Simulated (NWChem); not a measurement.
# TiH$_{3}$I; SMILES [TiH3][I]

Program: NWChem. Structure relaxed at the PBE0/def2-SVP (def2 core potentials past Kr) level.

For level Hartree-Fock/STO-3G, non-relativistic:

| Item | Value |
|---|---|
| highest occupied level (eV) | -8.37 |
| orbital gap (eV) | 14.02 |
| dipole (D) | 0.91 |

### Question
Estimate the same quantities for level Hartree-Fock/3-21G, non-relativistic.

### Answer
The highest occupied level (eV) is -10.61 and the orbital gap (eV) comes out as 10.79. The dipole (D) is 2.14.
